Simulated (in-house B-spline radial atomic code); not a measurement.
Configurations of Sn³⁺, with energies counted from [Kr] 4d10 5s1. Level of theory: scalar-relativistic (X2C) TPSS, spin-polarised, spherical fractional occupations, Fermi nucleus of rms radius 4.6519 fm; calculated with a B-spline radial code for spherical atoms. Shells without spins written out take the highest spin.

Occupations are held fixed; configurations that lie above the ionisation limit could autoionise.

```csv
configuration,E - E(ref) (eV),highest orbital,its <r> (bohr)
[Kr] 4d9 5s2,21.138,5s down,2.071
"[Kr] 4d10 4f(1 up, 0 down)",26.201,4f up,3.839
"[Kr] 4d10 6d(0 up, 1 down)",28.813,6d down,6.236
[Kr] 4d9 5s1 5d1,42.146,5d up,3.208
[Kr] 4d9 5s1 6d1,51.041,6d up,6.033
[Ar] 3d10 4s2 4p5 4d10 5s1 5p1,95.058,5p up,2.359
[Ar] 3d10 4s2 4p5 4d10 5s1 6s1,109.01,6s up,4.16
```

Q: Order these further configurations by energy, lowest first.
A. [Kr] 4d10 5d1
B. [Ar] 3d10 4s2 4p5 4d10 5s2
C. [Ar] 3d9 4s2 4p6 4d10 5s1 6s1
D. [Kr] 4d10 6s(1 up, 0 down)
E. [Ar] 3d10 4s2 4p5 4d10 4f1 5s1

A: A (20.713 eV), D (21.128 eV), B (86.612 eV), E (113.31 eV), C (504.42 eV).

Q: How far above the reference does [Ar] 3d(4 up, 5 down) 4s2 4p6 4d10 5s(1 up, 0 down) 6d(1 up, 0 down) lie?

A: 512.3 eV; its least bound orbital is 6d up with <r> = 5.989 bohr.

Q: How far above the reference does [Ar] 3d9 4s2 4p6 4d10 5s1 5f1 lie?

A: 514 eV; its least bound orbital is 5f up with <r> = 5.955 bohr.
